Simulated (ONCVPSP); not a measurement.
## An all-electron radial function and its pseudo partner (nitrogen (N))

Columns: radius, all-electron u(r) and pseudo u(r) of the 2p shell (level -20.69 eV) of nitrogen in the configuration [He] 2s2 2p2; PBE, scalar-relativistic, ONCV scheme, ONCVPSP 4.0.1.

```
r (bohr)  all-electron  pseudo
   0.088        0.0661  0.0233
   0.175        0.1983  0.0893
   0.262        0.3439  0.1905
   0.350        0.4801  0.3171
   0.438        0.5951  0.4542
   0.525        0.6855  0.5865
   0.612        0.7543  0.7039
   0.700        0.8029  0.7986
   0.788        0.8326  0.8645
   0.875        0.8458  0.9005
   0.962        0.8459  0.9100
   1.050        0.8352  0.8975
   1.138        0.8160  0.8690
   1.225        0.7907  0.8307
   1.312        0.7608  0.7875
   1.400        0.7274  0.7426
   1.487        0.6922  0.6994
   1.575        0.6555  0.6579
   1.662        0.6188  0.6192
   1.750        0.5819  0.5819
   1.838        0.5456  0.5456
   1.925        0.5107  0.5107
   2.012        0.4770  0.4770
   2.100        0.4443  0.4443
   2.188        0.4132  0.4132
   2.275        0.3840  0.3840
```

(1) How many radial nodes do the two functions have?

(2) At about which radius was the pseudo-wave matched?

(3) Where does each function peak?

(4) Is the pseudo-wave norm-conserving?

Results:

(1) The all-electron 2p function has n − l − 1 = 0; the pseudo-wave has 0.

(2) 1.75 bohr. The columns agree to 0.0005 from 1.66 bohr on; several derivatives are matched, so the curves merge somewhat inside the radius.

(3) Outermost all-electron maximum near 0.96 bohr, pseudo maximum near 0.96 bohr (to the table’s step).

(4) Yes: the ONCV scheme keeps the norm inside the radius equal to the all-electron one, which fixes the energy derivative of the logarithmic derivative at the level.
